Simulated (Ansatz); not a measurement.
Ansatz (a quantum-chemistry and plane-wave program) input for BO, SMILES O=[B] (connectivity only; charge and spin as stated), charge +1, multiplicity 1, PBE/def2-TZVPD. The structure is a stationary point at r2SCAN-D4/def2-TZVPD. The spin state was assumed, not searched.

Ansatz 0.2 input:
```yaml
crystal:
  periodic: [false, false, false]
  atoms:
    - {symbol: B, position_ang: [0.00000000, 0.00000000, -0.73480804]}
    - {symbol: O, position_ang: [0.00000000, 0.00000000, 0.45925502]}
basis:
  gaussian:
    orbitals: def2-TZVPD
hamiltonian:
  xc: {name: PBE}
total_charge: 1
```

Log of the run:

```
WARN ansatz: RAYON_NUM_THREADS=1 ignored (pool sized by the plan → 1); use --threads N
Functional definition: PBE
integrals: 0.01 GiB planned
349 factors; their error is unknown
mean field: 0.12 GiB planned
mean field evaluation 1: about -2675.9731 eV, gradient 1.3e2 eV
mean field evaluation 2: about -2466.1128 eV, gradient 2.4e2 eV
mean field evaluation 4: about -2705.1485 eV, gradient 3.0e1 eV
mean field evaluation 8: about -2706.8055 eV, gradient 2.5e-1 eV
mean field evaluation 16: about -2688.3978 eV, gradient 5.7e1 eV
mean field -2706.80379864 eV, -99.4732048625 hartree, gradient 2.0e-5 eV, S^2 0.000000; 3 other end points of the search recorded, 0 dependent functions left out
reference -2706.80383120 eV, -99.4732060590 hartree; 6, 6 occupied and 71, 71 virtual orbitals, 349 factors
Total energy: -2706.80383120 eV, -99.4732060590 hartree
```

The calculation finished and met its thresholds.
